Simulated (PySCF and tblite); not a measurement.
The numbers below are computed, except where a source is named.
3-formyl-1-fluorobenzene, C₇H₅FO, numbered as in [O:1]=[CH:2][c:3]1[cH:4][cH:5][cH:6][c:7]([F:8])[cH:9]1. Level: CAM-B3LYP-D3(BJ)/def2-TZVP (IEF-PCM, chloroform)//PBE0-D3(BJ)/def2-SVP, thermal terms from GFN2-xTB, symmetry numbers and mirror pairs counted. Conformers within 3 kcal/mol (GFN2-xTB free energy) were kept, 8 at most. GIAO shieldings: wB97X-D/pcSseg-1 (IEF-PCM, chloroform). Shifts are against TMS (¹H), TMS (¹³C), CFCl3 (¹⁹F) at the same level. Run with PySCF (density fitting) and tblite.

Torsions listed: O1–C2–C3–C4.

| conformer | shape | point group | mirror pair | ΔE(DFT) | Δ(G−E) at 200 K | δ C9 (ppm) |
| --- | --- | --- | --- | --- | --- | --- |
| 1 | 180° | Cs | no | 0.00 | 0.00 | 120.5 |
| 2 | 1° | Cs | no | 0.19 | 0.02 | 128.3 |

Energies in kcal/mol; the thermal term leaves out symmetry numbers and mirror images.

Problem. Work out the weights at 200 K and the ¹³C shift of C9 under fast exchange.

Solution. RT = 0.397 kcal/mol. Each conformer gets RT ln(σ/g), with σ the rotational symmetry number and g = 2 for a mirror pair: 1: σ = 1, g = 1, G = 0.00 + 0.00 + 0.00 = 0.00, 0.00 above the lowest, exp(−ΔG/RT) = 1.000; 2: σ = 1, g = 1, G = 0.19 + 0.02 + 0.00 = 0.21, 0.21 above the lowest, exp(−ΔG/RT) = 0.593. The sum is 1.593, so the weights are 62.8, 37.2 %. The averaged shift is 123.4 ppm. At 298.15 K it is 123.7 ppm. At 298.15 K the leading conformer alone gives 120.5 ppm and bare DFT energies give 123.8 ppm.
